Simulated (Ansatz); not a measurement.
H₉N₃Si₃, triplet, at the geometry of the source list (a higher spin typed on purpose: for a closed-shell molecule this is an excited state); HF/STO-3G run with Ansatz (a program for electronic structure).

Input for Ansatz:
Ansatz 0.2 input:
```yaml
crystal:
  periodic: [false, false, false]
  atoms:
    - {symbol: Si, position_ang: [1.66910000, -0.43420000, -0.53010000]}
    - {symbol: N, position_ang: [0.51200000, -1.52140000, 0.14690000]}
    - {symbol: Si, position_ang: [-1.17660000, -1.29940000, 0.42870000]}
    - {symbol: N, position_ang: [-1.44110000, 0.39700000, 0.60300000]}
    - {symbol: Si, position_ang: [-0.53150000, 1.72390000, -0.02190000]}
    - {symbol: N, position_ang: [1.08550000, 1.16520000, -0.24950000]}
    - {symbol: H, position_ang: [1.83960000, -0.68320000, -1.97510000]}
    - {symbol: H, position_ang: [2.94000000, -0.60000000, 0.18600000]}
    - {symbol: H, position_ang: [0.82120000, -2.47620000, 0.20070000]}
    - {symbol: H, position_ang: [-1.97060000, -1.84090000, -0.69110000]}
    - {symbol: H, position_ang: [-1.52980000, -1.95840000, 1.69200000]}
    - {symbol: H, position_ang: [-2.34960000, 0.64340000, 0.95660000]}
    - {symbol: H, position_ang: [-0.51910000, 2.79450000, 0.98200000]}
    - {symbol: H, position_ang: [-1.10540000, 2.19850000, -1.29570000]}
    - {symbol: H, position_ang: [1.75630000, 1.89130000, -0.43250000]}
basis:
  gaussian:
    orbitals: STO-3G
hamiltonian:
  xc: hf
magnetization: {spin_polarized: true, initial_magnetization: 2}
```

Output, abridged:

```
Functional definition: HF
622 factors; integrals over basis functions are off by at most 3.4e-5 eV
mean field evaluation 1: about -27833.2943 eV, gradient 1.7e1 eV
mean field evaluation 2: about -27833.5063 eV, gradient 1.7e1 eV
mean field evaluation 4: about -27835.5230 eV, gradient 1.6e0 eV
mean field evaluation 8: about -27835.5927 eV, gradient 2.8e-1 eV
mean field evaluation 16: about -27839.9822 eV, gradient 2.3e-5 eV
mean field evaluation 32: about -27838.3265 eV, gradient 5.1e0 eV
mean field evaluation 64: about -27835.4663 eV, gradient 8.0e0 eV
mean field -27839.98218792 eV, -1023.1004747882 hartree, gradient 6.4e-5 eV, S^2 2.004986; 1 other end points of the search recorded, 0 dependent functions left out
reference -27839.98218792 eV, -1023.1004747882 hartree; 37, 35 occupied and 14, 16 virtual orbitals, 622 factors
Total energy: -27839.98218792 eV, -1023.1004747882 hartree
```
